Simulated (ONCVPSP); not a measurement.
**Which change was made? (Cu, ONCV)**

- Element: copper (Cu)
- Generator: ONCVPSP 4.0.1
- Type: optimised norm-conserving Vanderbilt (ONCV)
- Functional: PW91
- Relativity: non-relativistic
- Frozen core: [Ne]
- Valence charge: 19
- Reference configuration: 3s2 3p6 3d10 (charge +1)
- Partial waves: 3s: rc 1.20 bohr, ncon 4, nbas 9, qcut 12.8 1/bohr, 2 projectors, debl 3 Ha; 3p: rc 1.00 bohr, ncon 4, nbas 8, qcut 12.4 1/bohr, 2 projectors, debl 1.3 Ha; 3d: rc 0.80 bohr, ncon 4, nbas 8, qcut 12 1/bohr, 2 projectors, debl 1.8 Ha
- Local potential: polynomial inside 0.60 bohr (lpopt 5, dvloc0 0 Ha)
- Core correction: Teter function fitted to the true core (icmod 2), fcfact 0.3

In the s channel the program set the typed energies aside and used -4.392, 0.250 Ha. In the p channel the program set the typed energies aside and used -2.930, 0.250 Ha.

Cutoffs, loose and tight: the cutoffs (Ha) at which the residual kinetic energy of the hardest occupied pseudo-wave falls to 1 and 0.1 mHa per electron. They do not see the model core or the augmentation charge, which bear on the density cutoff. Test errors are all-electron minus pseudo excitation energies from the reference, over the configurations 3s2 3p6 3d10 4s1; 3s2 3p6 3d9; 3s2 3p6 3d8; 3s2 3p6 3d10 4s0.5; variants that change the core or the reference have their own tests.

The base gives: outcome: generated, projector energies reset by the program; cutoff, loose: 350 Ha; cutoff, tight: 406 Ha; bound ghosts: none; GHOST(+) flags above zero: s; largest test error (meV): +12.

Task: After one change the result is: outcome: generated, projector energies reset by the program; cutoff, loose: 290 Ha; cutoff, tight: 338 Ha; bound ghosts: none; GHOST(+) flags above zero: s; largest test error (meV): +16. Which change was it?
A. d: rc 0.62
B. d: rc 0.86
C. d: rc 0.72

Result: B. The others give: d: rc 0.62 → outcome: generated, projector energies reset by the program; cutoff, loose: 620 Ha; cutoff, tight: 808 Ha; bound ghosts: none; GHOST(+) flags above zero: s, d; largest test error (meV): +7.6 | d: rc 0.72 → outcome: generated, projector energies reset by the program; cutoff, loose: 450 Ha; cutoff, tight: 580 Ha; bound ghosts: none; GHOST(+) flags above zero: s, d; largest test error (meV): +9.7.
